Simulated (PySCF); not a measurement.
## How methods differ on the ionisation energy of Se

Se [Ar] 3d10 4s2 4p4 (3P) → Se⁺ [Ar] 3d10 4s2 4p3 (4S), as a difference of total energies. Calculation: PySCF 2.14, in aug-cc-pwCVTZ-PP with ECP10MDF (8s7p6d4f1g, 96 functions); a scalar-relativistic core potential. Correlated levels: valence: 3s2 3p6 3d10 frozen. The calculations carry no spin-orbit coupling.

| method | ionisation energy (eV) | error (eV) |
| --- | --- | --- |
| UHF | 8.547 | -1.088 |
| MP2 (valence) | 9.264 | -0.371 |
| SCS-MP2 (valence) | 9.334 | -0.301 |
| CCSD (valence) | 9.378 | -0.257 |
| CCSD(T) (valence) | 9.414 | -0.221 |

Reference: 9.635 eV (measured; NIST levels, between the centres of gravity of the two terms).

Errors of the correlated levels include the incompleteness of this basis and the frozen core.
